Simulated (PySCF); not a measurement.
A geometry optimisation on `CC#[N+][GaH2-][CH2]N`.

Computed with PBE0-D3(BJ)/def2-SVP geometry optimisation, gas phase (PySCF 2.14.0). Start geometry: GFN2-xTB. The input is one job of a driver script: a line of settings, then coordinates in Å.

Input:
```
{"job": {"xc": "PBE0", "basis": "def2-SVP", "d3": "d3bj", "grid": 1, "kind": "geom"}, "charge": 0, "multiplicity": 1}
C      2.901058     0.224421    -0.371784
C      1.713986    -0.283703     0.230407
N      0.762918    -0.703737     0.715292
Ga    -1.114970    -1.034088     1.296587
C     -2.020803    -0.213619    -0.313431
N     -1.466352     1.150110    -0.154535
H      3.444142    -0.586652    -0.857077
H      2.630197     0.976657    -1.112604
H      3.533386     0.679520     0.390373
H     -0.973095    -2.548134     1.581539
H     -1.047959    -0.127134     2.544934
H     -3.118992    -0.215173    -0.409672
H     -1.633563    -0.623091    -1.256873
H     -1.737803     1.751829    -0.931296
H     -1.876564     1.560785     0.683779
```

Output:
```
step   0  E = -2153.11422350  max force = 0.016779
step   1  E = -2153.12221681  max force = 0.011258
step   2  E = -2153.12359107  max force = 0.006117
step   3  E = -2153.12417917  max force = 0.002322
step   4  E = -2153.12450232  max force = 0.003319
step   5  E = -2153.12507804  max force = 0.005387
step   6  E = -2153.12538098  max force = 0.011166
step   7  E = -2153.12603254  max force = 0.004610
step   8  E = -2153.12664893  max force = 0.003260
step   9  E = -2153.12352648  max force = 0.011875
step  10  E = -2153.12726848  max force = 0.003034
step  11  E = -2153.12748174  max force = 0.001562
step  12  E = -2153.12760500  max force = 0.001194
step  13  E = -2153.12765949  max force = 0.000762
step  14  E = -2153.12767020  max force = 0.000480
step  15  E = -2153.12767194  max force = 0.000215
optimisation converged
```

Energies in Eh; «max force» is the largest Cartesian gradient component in Eh/bohr.

Q: Give the first gradient maximum in eV/Å.

A: With 1 Eh/bohr = 51.422 eV/Å, 0.863 eV/Å.

Q: How much energy does the optimisation release, in kJ/mol?

A: E(step 0) − E(last step) = 0.013448 Eh, which is 35.3 kJ/mol.

Summary of the converged run: final energy -2153.12767 Eh after 15 steps; dipole 5.91 D.

Q: Give the final coordinates.

A: 0.565 Å rms from the input after alignment:
```
atom  x, y, z in Å
C1     2.4308    0.4644   -0.4553
C2     1.6084   -0.3921    0.3660
N3     0.9078   -1.0515    1.0045
Ga4   -1.1861   -1.1955    1.4510
C5    -1.6554   -0.1875   -0.2256
N6    -0.8766    1.0429   -0.3771
H7     2.9585   -0.1232   -1.2191
H8     1.7324    1.1685   -0.9338
H9     3.1593    1.0103    0.1603
H10   -1.4690   -2.7445    1.5086
H11   -1.1961   -0.3430    2.7879
H12   -2.7544   -0.0242   -0.2320
H13   -1.4459   -0.8508   -1.0829
H14   -1.2261    1.6007   -1.1568
H15   -0.9955    1.6288    0.4490
```

Q: How long does this job take on an Intel Xeon Platinum 8488C with one thread, shared host? And the peak memory of the process?

A: About 2.0 min, with 0.64 GiB resident at the peak, the Python interpreter and its libraries included.
Labels such as C1 count atoms from 1, the log's own numbers from 0.
